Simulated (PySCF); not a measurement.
C3H2N (SMILES C=[C]C#N), doublet, at a GFN2-xTB geometry. Base run: M062X/cc-pVDZ (PySCF).

Input for PySCF:
```python
from pyscf import gto, scf, dft, solvent

mol = gto.Mole()
mol.atom = '''
    C    -0.158959   -1.796968    0.018370
    C    -0.045222   -0.511216    0.005226
    C     0.071111    0.803887   -0.008218
    H    -1.121456   -2.295012    0.006445
    H     0.701195   -2.455879    0.042123
    N     0.174097    1.968096   -0.020120
'''
mol.basis = 'cc-pvdz'
mol.charge = 0
mol.spin = 1
mol.verbose = 3
mol.build()

mf = dft.UKS(mol)
mf.xc = 'm062x'
mf.kernel()
```

The base run was repeated with changes; each row names its change, and settings that it needs were set with it.

```json
[
 {"change": "base", "ΔE vs base (kcal/mol)": "0.000", "dipole (D)": "3.74"},
 {"change": "model = IEF-PCM; solvent = chloroform", "ΔE vs base (kcal/mol)": "-3.16", "dipole (D)": "4.78"},
 {"change": "model = ddCOSMO; solvent = chloroform", "ΔE vs base (kcal/mol)": "-2.63", "dipole (D)": "4.65"},
 {"change": "model = IEF-PCM; solvent = chloroform; r_probe = 0.5", "ΔE vs base (kcal/mol)": "-1.70", "dipole (D)": "4.36"},
 {"change": "model = IEF-PCM; solvent = water", "ΔE vs base (kcal/mol)": "-4.49", "dipole (D)": "5.22"},
 {"change": "model = IEF-PCM; solvent = chloroform; vdw_scale = 1.1", "ΔE vs base (kcal/mol)": "-3.91", "dipole (D)": "4.97"},
 {"change": "model = IEF-PCM; solvent = n-hexane", "ΔE vs base (kcal/mol)": "-1.58", "dipole (D)": "4.26"},
 {"change": "model = IEF-PCM; solvent = chloroform; vdw_scale = 1.4", "ΔE vs base (kcal/mol)": "-2.16", "dipole (D)": "4.49"},
 {"change": "model = IEF-PCM; solvent = chloroform; lebedev_order = 11", "ΔE vs base (kcal/mol)": "-3.11", "dipole (D)": "4.76"},
 {"change": "model = IEF-PCM; solvent = dichloromethane", "ΔE vs base (kcal/mol)": "-3.79", "dipole (D)": "4.99"},
 {"change": "model = C-PCM; solvent = chloroform", "ΔE vs base (kcal/mol)": "-3.36", "dipole (D)": "4.83"},
 {"change": "model = IEF-PCM; solvent = chloroform; vdw_scale = 1.0", "ΔE vs base (kcal/mol)": "-4.90", "dipole (D)": "5.19"}
]
```

The base is the gas phase, so ΔE is the electrostatic part of solvation at a fixed geometry, without cavity and dispersion terms.

Open shells are given as the SCF converged; they aren't shown to be the lowest states, and a large step between rows can be another state.
